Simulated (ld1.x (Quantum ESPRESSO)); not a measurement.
## Logarithmic derivatives: promethium (Pm), ultrasoft

ld1.x (Quantum ESPRESSO) 7.5 input, shortened:

```
&input
   title='Pm', zed=61., rel=1, dft='PBE', iswitch=3,
   config='[Xe] 4f4 5d0 6s0 6p0'
 /
 &inputp
   pseudotype=3, tm=.true., lloc=-2, rcloc=3.05,
   nlcc=.false.
 /
8
6S  1  0   0.00   0.00  2.05  2.85  0.0
6S  1  0   0.00   1.35  2.05  2.85  0.0
6P  2  1   0.00   0.00  3.20  4.10  0.0
6P  2  1   0.00  -0.25  3.20  4.10  0.0
5D  3  2   0.00   0.00  2.95  3.15  0.0
5D  3  2   0.00   1.05  2.95  3.15  0.0
4F  4  3   4.00   0.00  1.25  1.65  0.0
4F  4  3   0.00  -1.30  1.25  1.65  0.0
 &test
   configts(1)='4f4 5d0 6s0 6p0'
 /
```

The phase is arctan(r·u′/u) with u = r·R(r), unwrapped; energies in Ry, scanned from -4 to 5 Ry. A pole is an energy at which the radial function vanishes at the test radius. The pseudo phase is shifted by a multiple of π to meet the all-electron one at the reference energy, and phase errors are pseudo minus all-electron; the curves can meet again beyond the range given. Levels narrower than the energy grid can be missing from the lists of poles. Where the grid stepped over a known ghost or core level, its pole and its step of π were put in at the level’s energy. n/a: not evaluated, since a narrow level or a reset projector energy made the automatic matching unsafe.

**Question.** For each channel, where are the poles, and over which energies does the pseudopotential scatter like the atom?

**Answer.**

| channel | radius (bohr) | reference energy (Ry) | poles, all-electron | poles, pseudo | unbroken range about the reference energy with phases within 0.05 rad | phase error 1 Ry above the reference energy (rad) |
| --- | --- | --- | --- | --- | --- | --- |
| s | 4.46 | -1.59 | -1.30, 1.67 | -1.30, 1.68 | below 0.0 | +0.002 |
| p | 4.46 | -1.22 | -3.60, -0.69, 2.45 | -0.69, 1.61, 3.33 | -3.6 to 0.5 | +0.000 |
| d | 4.46 | -1.79 | -1.74, 0.45, 3.84 | -3.78, -1.73, 1.84 | -1.8 to -1.2 | +0.366 |
| f | 4.46 | -2.33 | -0.10, 2.26 | -0.10, 2.48 | n/a | n/a |

Note: ghost states, extra bound levels that the all-electron valence spectrum of the same l lacks: s at -118.7 eV, d at -51.5 eV. A true bound ghost makes a file unfit for plane-wave use.

Phases in the f channel:

| E (Ry) | all-electron | pseudo |
| --- | --- | --- |
| -4.00 | 1.444 | 1.444 |
| -3.76 | 1.439 | 1.439 |
| -3.52 | 1.433 | 1.433 |
| -3.28 | 1.427 | 1.427 |
| -3.04 | 1.419 | 1.419 |
| -2.80 | 1.409 | 1.409 |
| -2.56 | 1.398 | 1.398 |
| -2.32 | -1.718 | -1.718 |
| -2.08 | -1.773 | -1.773 |
| -1.84 | -1.797 | -1.797 |
| -1.60 | -1.832 | -1.832 |
| -1.36 | -1.889 | -1.889 |
| -1.12 | -2.000 | -2.000 |
| -0.88 | -2.335 | -2.335 |
| -0.64 | -3.779 | -3.774 |
| -0.40 | -4.500 | -4.497 |
| -0.16 | -4.686 | -4.683 |
| 0.08 | -4.787 | -4.782 |
| 0.32 | -4.880 | -4.870 |
| 0.56 | -5.023 | -4.995 |
| 0.80 | -5.437 | -5.299 |
| 1.04 | -6.954 | -6.561 |
| 1.28 | -7.537 | -7.438 |
| 1.52 | -7.694 | -7.647 |
| 1.76 | -7.769 | -7.736 |
| 2.00 | -7.816 | -7.788 |
| 2.24 | -7.851 | -7.825 |
| 2.48 | -7.883 | -7.854 |
| 2.72 | -7.915 | -7.880 |
| 2.96 | -7.952 | -7.905 |
| 3.20 | -8.004 | -7.933 |
| 3.44 | -8.096 | -7.967 |
| 3.68 | -8.342 | -8.015 |
| 3.92 | -9.592 | -8.096 |
| 4.16 | -10.585 | -8.279 |
| 4.40 | -10.786 | -8.989 |
| 4.64 | -10.866 | -10.336 |
| 4.88 | -10.910 | -10.689 |
